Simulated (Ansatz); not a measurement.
C2H8FNOSi, SMILES CC[Si@](N)(O)F.

Coordinates come from a B3LYP-D3(BJ)/def2-SVP optimisation. The structure was generated by enumeration; whether it is a known compound was not checked. Other conformers were not sampled.

Two levels are set side by side: PBE/def2-SVPD (Ansatz, a quantum-chemistry and plane-wave program) and PBE0/def2-SVPD (Ansatz). Energy differences of separate SCF runs at the same geometry; the states with an electron removed or added have multiplicity 2 and 2. Differences are taken from unrounded values.

```json
[
 {"quantity": "vertical ionisation energy (eV)", "PBE0": "10.10"},
 {"quantity": "vertical singlet–triplet gap (eV)", "PBE0": "6.55"}
]
```

Question: What does PBE give, and how far is it from PBE0? (Estimate from the structure and the level; the computed values follow.)

Answer: 
```json
[
 {"quantity": "vertical ionisation energy (eV)", "PBE": "9.63", "PBE minus PBE0": "-0.47"},
 {"quantity": "vertical singlet–triplet gap (eV)", "PBE": "6.25", "PBE minus PBE0": "-0.30"}
]
```
